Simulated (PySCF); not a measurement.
Ru(2+): ionisation energy

Ru(2+) [Kr] 4d6 (5D) → Ru(3+) [Kr] 4d5 (6S), as a difference of total energies. All numbers are calculated (PySCF 2.14, a scalar-relativistic core potential, in aug-cc-pwCVTZ-PP with ECP28MDF (8s8p7d4f3g, 122 functions)). Correlated levels: valence: 4s2 4p6 frozen; valence and next inner shell: nothing frozen outside the core potential. The calculations carry no spin-orbit coupling.

Problem. Order these methods by the ionisation energy they give, lowest first.
A. M06-L
B. LDA
C. r2SCAN
D. SCS-MP2 (valence and next inner shell)

Solution. D (27.868 eV), C (27.919 eV), A (28.388 eV), B (28.657 eV).

The reference lies between the lowest fine-structure levels, while these numbers refer to the centres of the terms.

Errors of the correlated levels include the incompleteness of this basis and the frozen core.

For comparison: 28.47 eV (semi-empirical (NIST evaluation); NIST Atomic Spectra Database, ionization energies).
